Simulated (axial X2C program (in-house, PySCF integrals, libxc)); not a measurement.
## Outer orbitals of AlI⁻ at 2.778 Å, PBE0

Computed with an in-house all-electron X2C program for linear molecules (integrals from PySCF). Spin-free means the one-electron spin-free X2C Hamiltonian; two-component (2c) means X2C with spin–orbit coupling and atomic mean-field two-electron Coulomb and Gaunt terms, so the difference of the two also holds small scalar two-electron terms. Basis: I dyall-acv3z [12s13p9d5f1g], Al dyall-av3z [9s9p3d2f] (cores contracted in-house); Gaussian nuclei, density fitting, unrestricted open shells. Masses: I 126.904 u, Al 26.982 u.

The distance is close to the 2c PBE0 minimum; the highest filled and lowest empty levels are listed.

Spin-free orbitals, state M_S = 1/2, Λ = 1 (beyond evenly filled blocks: π+α) (Löwdin shares):

```tsv
symmetry	occupied	ε (eV)	atomic character
σα	yes	-13.90	81% I s, 6% Al p, 6% Al d
σβ	yes	-13.87	81% I s, 6% Al p, 6% Al d
σα	yes	-5.28	48% I p, 44% Al s, 3% I d
σβ	yes	-4.91	56% I p, 36% Al s, 3% I d
π+α	yes	-3.03	86% I p, 6% Al p, 4% Al d
π-α	yes	-2.97	87% I p, 5% Al d, 5% Al p
π-β	yes	-2.93	87% I p, 5% Al d, 4% Al f
π+β	yes	-2.93	87% I p, 5% Al d, 4% Al f
σα	yes	-2.26	37% I p, 33% Al s, 21% Al p
σβ	yes	-1.90	41% Al s, 29% I p, 21% Al p
π+α	yes	0.81	81% Al p, 8% I d, 5% I p
π-α	no	2.01	86% Al p, 5% I d, 4% Al d
σα	no	2.33	86% Al p, 10% Al s
π+α	no	2.49	98% Al p
π-β	no	2.54	90% Al p, 3% I d, 3% Al d
π+β	no	2.54	90% Al p, 3% I d, 3% Al d
```

The highest filled level is positive, so this functional does not bind it, and the empty levels of an anion are set by the basis.

Spinors with spin–orbit coupling (state Ω = 1/2):

| ω | occupied | ε (eV) | atomic character | λ mixture |
| --- | --- | --- | --- | --- |
| -1/2 | yes | -13.91 | 81% I s, 6% Al p, 6% Al d | 100% σ |
| 1/2 | yes | -13.89 | 81% I s, 6% Al p, 6% Al d | 100% σ |
| -1/2 | yes | -5.32 | 50% I p, 42% Al s, 3% I d | 98% σ, 2% π |
| 1/2 | yes | -4.97 | 59% I p, 33% Al s, 2% I d | 96% σ, 4% π |
| 1/2 | yes | -3.35 | 82% I p, 6% Al s, 4% Al p | 93% π, 7% σ |
| -1/2 | yes | -3.33 | 81% I p, 6% Al s, 4% Al d | 90% π, 10% σ |
| -3/2 | yes | -2.68 | 86% I p, 5% Al p, 5% Al d | 100% π |
| 3/2 | yes | -2.65 | 86% I p, 5% Al d, 4% Al p | 100% π |
| -1/2 | yes | -2.17 | 42% I p, 29% Al s, 21% Al p | 92% σ, 8% π |
| 1/2 | yes | -1.85 | 39% Al s, 31% I p, 22% Al p | 96% σ, 4% π |
| 1/2 | yes | 0.80 | 82% Al p, 8% I d, 4% I p | 100% π |
| -3/2 | no | 2.03 | 86% Al p, 5% I d, 4% Al d | 100% π |
| -1/2 | no | 2.33 | 87% Al p, 10% Al s | 100% σ |
| 1/2 | no | 2.50 | 98% Al p | 100% π |
| -1/2 | no | 2.54 | 90% Al p, 3% I d, 3% I p | 100% π |

The highest filled level is positive, so this functional does not bind it, and the empty levels of an anion are set by the basis.

Question: How does the gap between the highest filled and lowest empty level change from the spin-free to the 2c table?

Answer: From 1.20 to 1.23 eV at PBE0, a change of 0.03 eV.

Mulliken charges and populations of the two-component result (they depend on the basis, above all on diffuse functions):

I -0.42 e (s 9.95 p 23.43 d 20.03), Al -0.58 e (s 5.96 p 7.51 d 0.09 f 0.01). ⟨Lz⟩ = 1.00 ħ and ⟨Sz⟩ = -0.50 ħ (0.03 and -0.53 on the two atoms), which add up to Ω.

The state is a single determinant with fixed occupations, the lowest that a limited PBE0 search found. Density functionals use the spin component along the axis (collinear). The functionals have no current-density term, which raises determinants with orbital currents, atoms included. The highest occupied level of some functionals is positive through self-interaction error; at Hartree–Fock it is bound.
